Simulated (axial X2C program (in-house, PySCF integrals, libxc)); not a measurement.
Ionising LiNb

Calculated with an axial X2C code built on PySCF integrals, spin-free (one-electron X2C) or two-component (2c: spin–orbit coupling with atomic mean-field Coulomb and Gaunt terms, which also bring small scalar terms), in Dyall basis sets with cores contracted in-house; open shells are unrestricted.

Basis sets: Li dyall-cv3z, Nb dyall-cv3z.

```tsv
Hamiltonian	level	LiNb state	Re (Å)	ωe (cm⁻¹)	De (eV)
spin-free	HF	M_S = 2, Λ = 2	3.070	183.2	0.13
spin-free	PBE0	M_S = 2, Λ = 2	2.751	294.1	0.81
2c	HF	Ω = 1	3.288	148.9	n/a
2c	PBE0	Ω = 1	2.887	283.6	n/a
```

Adiabatic ionisation energy (minimum to minimum, no zero-point term) and constants of LiNb⁺:

| Hamiltonian | level | LiNb⁺ state | IE (eV) | Re (Å) | ωe (cm⁻¹) | De (eV) | fragments |
| --- | --- | --- | --- | --- | --- | --- | --- |
| spin-free | HF | M_S = 5/2, Λ = 2 | 4.32 | 2.991 | 234.0 | 1.15 | Nb + Li+ |
| spin-free | PBE0 | M_S = 5/2, Λ = 2 | 5.39 | 2.905 | 238.2 | 1.00 | Nb + Li+ |
| 2c | HF | Ω = 1/2 | 4.25 | 2.991 | 233.9 | n/a | Nb + Li+ |
| 2c | PBE0 | Ω = 1/2 | 5.32 | 2.905 | 238.2 | n/a | Nb + Li+ |

Q: Add the zero-point terms to the ionisation energy at PBE0, 2c, and say whether the electron removed was bonding.

A: IE0 = IE + (ωe⁺ − ωe)/2 = 5.32 + (-0.003) = 5.32 eV. Re changes by 0.018 Å, but the two determinants differ by more than one electron in one block, so no single orbital tells the change.

Each entry is the lowest single determinant of a limited PBE0 search at one distance. De goes to single-determinant-based atoms at the same level (for ions the charge split of lowest energy) and is withheld (n/a) where an atom does not fit its ground term or J level. Main or longest-lived isotopes. One determinant is a doubtful description, or other states lie close, for LiNb, LiNb⁺; these need not be ground states, and all values refer to the states named. Some open-shell Ω = 0 determinants are out of reach, so the Ω given for LiNb need not be the lowest component. With several unpaired electrons the Ω given is that of one determinant, not necessarily of the lowest component. The functionals have no current term, which raises determinants with orbital currents. Where the atoms have a lower orbital projection than the molecule, De at mean-field level may be about a tenth of an eV too small.
